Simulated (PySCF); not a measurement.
F2H3SbSi, SMILES [F][Sb]([F])[SiH3].

Geometry optimised at B3LYP-D3(BJ)/def2-SVP. The geometry has at least one imaginary mode, so it is a saddle point at that level. The def2 effective core potentials stand for the cores of Sb; spin–orbit coupling is left out.

The numbers are results of TDDFT-PBE0/def2-SVPD (PySCF), not measurements.

Vertical excitations.  State labels are in the subgroup Cs.

```
state  symmetry  energy (eV)  λ (nm)      f                                              main pairs
-----  --------  -----------  ------  -----  ------------------------------------------------------
S1           A"         4.09     303  0.004                                         HOMO→LUMO 100 %
S2           A'         4.69     264  0.036                                        HOMO→LUMO+1 94 %
S3           A'         6.34     196  0.559                                        HOMO→LUMO+2 84 %
S4           A'         6.97     178  0.085                                        HOMO→LUMO+3 94 %
S5           A"         6.98     178  0.002                                        HOMO−1→LUMO 95 %
S6           A'         7.11     174  0.047                      HOMO−2→LUMO 72 %, HOMO→LUMO+4 14 %
S7           A'         7.19     172  0.109                      HOMO→LUMO+4 68 %, HOMO−2→LUMO 15 %
S8           A"         7.21     172  0.000                      HOMO→LUMO+5 62 %, HOMO−3→LUMO 31 %
S9           A"         7.37     168  0.005  HOMO−2→LUMO+1 56 %, HOMO→LUMO+5 19 %, HOMO−3→LUMO 11 %
S10          A'         7.39     168  0.013                                        HOMO−4→LUMO 93 %
T1           A"         3.40     365      0                                          HOMO→LUMO 99 %
T2           A'         3.74     332      0                                        HOMO→LUMO+1 98 %
T3           A'         5.07     245      0                                        HOMO→LUMO+2 96 %
T4           A"         6.08     204      0     HOMO−3→LUMO 56 %, HOMO−1→LUMO 31 %, HOMO→LUMO+5 8 %
```
Triplets are in the Tamm–Dancoff approximation, which puts them higher than full response would, so one can lie above its singlet here.
